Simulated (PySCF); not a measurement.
Compound: C7H5O (charge +1).
Atom-mapped SMILES: `[CH:1]#[C:2][c:3]1[cH:4][cH:5][cH:6][cH:7][o+:8]1` (hydrogens: H9 on C1; H10 on C4; H11 on C5; H12 on C6; H13 on C7)

Cartesian coordinates in Å at the PBE0-D3(BJ)/def2-SVP level; atoms count from 1:
```
atom  x, y, z in Å
C1     3.3107   -0.1311   -0.1464
C2     2.0999   -0.0623   -0.1172
C3     0.6985    0.0494   -0.0762
C4    -0.0113    1.2373    0.0778
C5    -1.4005    1.1868    0.1039
C6    -2.0559   -0.0472   -0.0235
C7    -1.2845   -1.1707   -0.1734
O8     0.0337   -1.0997   -0.1968
H9     4.3882   -0.1986   -0.1728
H10    0.5391    2.1740    0.1739
H11   -1.9783    2.1071    0.2236
H12   -3.1434   -0.1339   -0.0072
H13   -1.6504   -2.1937   -0.2838
```

Level: wB97X-D/def2-SVPD in PySCF, non-relativistic, on one gas-phase PBE0-D3(BJ)/def2-SVP geometry that isn't relaxed in the solvent. The solvent is an IEF-PCM continuum (van der Waals radii × 1.2). The model holds no explicit solvent molecules, cavitation or dispersion.

Gas phase at wB97X-D/def2-SVPD: HOMO -14.30 eV, LUMO -6.23 eV.

Question: What does the continuum do to the energy and the frontier levels at wB97X-D/def2-SVPD in benzene and tetrahydrofuran?

Answer: 
```csv
solvent,ε,E(solvent) − E(gas) (kcal/mol),polarisation term (kcal/mol),distortion of the solute (kcal/mol),HOMO (eV),LUMO (eV)
benzene,2.271,-29.76,-29.93,0.17,-11.97,-3.83
tetrahydrofuran,7.426,-46.31,-46.89,0.58,-10.73,-2.52
```

The polarisation term is half the interaction of the solute with the surface charges that it induces; the rest is the cost of distorting the solute's density. The sum is the electrostatic part of solvation alone. From benzene to tetrahydrofuran the lowering changes by a factor 1.56, Born's factor 1 − 1/ε by 1.55 and ε itself by 3.3.

Question: Which radius a makes Born's formula ΔE = −(q²/2a)(1 − 1/ε) give the value in tetrahydrofuran?

Answer: a = q²(1 − 1/ε)/(2|ΔE|) = 3.10 Å, with q = +1 e and |ΔE| = 0.0738 Eh; the farthest nucleus lies 4.44 Å from the centroid of the nuclei. The formula assumes a point charge at the centre of a sphere.

Question: How does the static polarisability (wB97X-D/def2-SVPD, frozen core, with the continuum's full static response) change?

Answer: 
```tsv
medium	isotropic (au)	principal values (au)	⟨r²⟩ of the electrons (bohr²)
gas	82.9	42.7, 71.9, 134.0	880.0
benzene	96.2	47.9, 83.5, 157.2	880.5
tetrahydrofuran	108.3	53.9, 94.7, 176.4	880.8
```

The isotropic value in tetrahydrofuran is 1.31 times the gas-phase one; no cavity-field correction is applied. ⟨r²⟩ is taken about the centre of nuclear charge.

The run took about 60 s of CPU time (one thread, shared machine). This is the whole response run at wB97X-D/def2-SVPD in tetrahydrofuran, SCF included.

Note: wB97X-D ran without an empirical dispersion term, which enters the total energy and its gradient alone.
